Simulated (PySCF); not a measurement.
TiCl₃, SMILES [Cl][Ti]([Cl])[Cl] (connectivity only; charge and spin as stated), neutral, multiplicity 2.

Coordinates come from a PBE0-D3(BJ)/def2-SVP optimisation. The multiplicity is an assumed one; other spin states were not compared. The isomer is the one that the SMILES or the coordinates give; other isomers of the formula were not compared.

Method: TDA-ωB97X/def2-SVPD (PySCF 2.14.0).

Vertical excitations; the highest root listed may be one member of a degenerate set. Gas-phase values at a fixed geometry.

Task: Estimate the UV-visible absorptions. (The exact figures need the calculation; the answer reports its results.)

Result: 
```tsv
state	energy (eV)	λ (nm)	f	main pairs
root 1	0.54	2288	0.000	α HOMO→LUMO+1 (degenerate set)
root 2	0.54	2288	0.000	α HOMO→LUMO (degenerate set)
root 3	1.55	802	0.002	α HOMO→LUMO+2 96 %
root 4	1.55	801	0.002	α HOMO→LUMO+3 96 %
root 5	4.89	253	0.000	α HOMO−1→LUMO (degenerate set)
root 6	4.89	253	0.000	α HOMO−1→LUMO+1 (degenerate set)
root 7	5.09	243	0.000	β HOMO→LUMO 98 %
root 8	5.14	241	0.000	α HOMO−4→LUMO 31 %, α HOMO−3→LUMO+1 31 %, β HOMO−3→LUMO+2 18 %, β HOMO−2→LUMO+1 17 %
root 9	5.19	239	0.003	α HOMO−2→LUMO, α HOMO−3→LUMO, α HOMO−4→LUMO+1, β HOMO−1→LUMO+2, β HOMO−2→LUMO+2, β HOMO−3→LUMO+1 (degenerate set)
root 10	5.19	239	0.003	α HOMO−2→LUMO+1, α HOMO−3→LUMO+1, α HOMO−4→LUMO, β HOMO−1→LUMO+1, β HOMO−2→LUMO+1, β HOMO−3→LUMO+2 (degenerate set)
```
Unrestricted roots are not spin-pure.
